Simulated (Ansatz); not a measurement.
# Active spaces for BeF2, singlet

Calculated in Ansatz's Gaussian-basis code. Basis 6-31G, nonrelativistic, 2 orbitals frozen in the corrections. State-specific CASSCF; RHF is the lowest restricted (open-shell) Hartree–Fock solution met. Small basis; these aren't basis-limit values. Solutions may break the symmetry of the shape. The lowest solution met needn't be the lowest there is, nor hold the orbitals that a chemist would pick.

Geometry:

```xyz
3

Be    0.0000    0.0000    0.0000
F     0.0000    0.0000    1.5070
F     0.0000    0.0000   -1.5070
```

(1) What do CASSCF and its corrections give against RHF in CAS(6,6), and what are the occupations?

(2) How do single-reference totals in the same basis and frozen core stand against SC-NEVPT2 in CAS(6,6)?

(3) Roughly how much CPU time does a whole run from the default start take (median of such runs, summed over threads; nearly all runs on one pinned thread of a shared server, mostly Xeon at 2.3 to 2.6 GHz, by a development driver)?

## Answers

(1) CASSCF -1.877 eV, SC-NEVPT2 -7.609 eV; occupations 1.98, 1.98, 1.98, 0.02, 0.02, 0.01.

(2) CCSD(T) -0.115 eV, CCSDT -0.124 eV. Coupled cluster stands on the determinant that it favours, which can lie over the RHF solution above, and is in doubt where the occupations are far from 0, 1 and 2.

(3) CAS(6,6): about 2.6 s. Other jobs ran beside these, and the count of passes differs.
